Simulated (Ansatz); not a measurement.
Frontier orbitals of AlBH₃IN₂O.

```
atom   x (Å)   y (Å)   z (Å)
  O1  -1.693   0.342  -1.212
  B2  -0.617   0.112  -0.401
  N3   0.806   0.225  -0.699
 Al4   1.057  -0.282   0.984
  I5   2.921  -0.715   2.505
  N6  -0.712  -0.311   0.985
  H7  -1.444   0.614  -2.097
  H8   1.240   0.494  -1.559
  H9  -1.557  -0.479   1.493
```

Total charge 0; spin multiplicity 1. Correlated methods include outer-core shells of I, which these sets cover unevenly. I: def2 effective core potential. The geometry is a stationary point of PBE0-D4/def2-TZVP. It is one conformer, not always the lowest. Basis def2-TZVPP, Ansatz.

```csv
functional,HOMO (eV),LUMO (eV),gap (eV)
PBE,-5.41,-1.68,3.73
revPBE,-5.34,-1.55,3.79
r2SCAN,-5.68,-1.26,4.42
PBE0,-6.75,-0.88,5.87
HSE06 (plane-wave form),-6.34,-1.24,5.10
CAM-B3LYP,-8.15,0.03,8.18
ωB97M-V,-9.09,0.73,9.82
```

From PBE to PBE0 the HOMO moves by −1.34 eV and the LUMO by +0.80 eV, and with ωB97M-V by −3.68 and +2.41 eV, so the gap grows from 3.73 to 9.82 eV with exact exchange. A positive LUMO is unbound and depends on the basis.
